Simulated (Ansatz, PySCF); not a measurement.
ClF₂HOSi, SMILES O[Si](F)(F)Cl. Atoms are numbered in the order given.

```xyz
6

O      1.6355    -0.4749    -0.5433
Si     0.1139    -0.3253     0.0010
F     -0.0355    -0.8559     1.5037
F     -0.8112    -1.2380    -0.9229
Cl    -0.5510     1.5918    -0.0387
H      2.3088     0.1390    -0.2372
```

Coordinates come from a PBE0-D3(BJ)/def2-SVP optimisation. The values are those of a single conformer.

Vertical ionisation energy (IE) and electron affinity (EA) in eV. Rows of orbital energies are one-electron estimates. Where ΔSCF, EOM or ADC give a negative EA the extra electron is unbound and the value depends on the basis.

```
level                                                                   IE     EA
-------------------------------------------------------------------  -----  -----
−ε(HOMO), −ε(LUMO), HF/def2-TZVP (PySCF)                             13.56  -3.12
ΔSCF, PBE0/def2-SVPD (Ansatz), final states of multiplicity 2 and 2  12.54  -0.80
```

Problem. What vertical singlet–triplet gap does ΔSCF give with PBE0/def2-SVPD (Ansatz, a program for electronic structure)? (The exact figures need the calculation; the answer reports its results.)

Solution. 8.01 eV (triplet above singlet where positive).
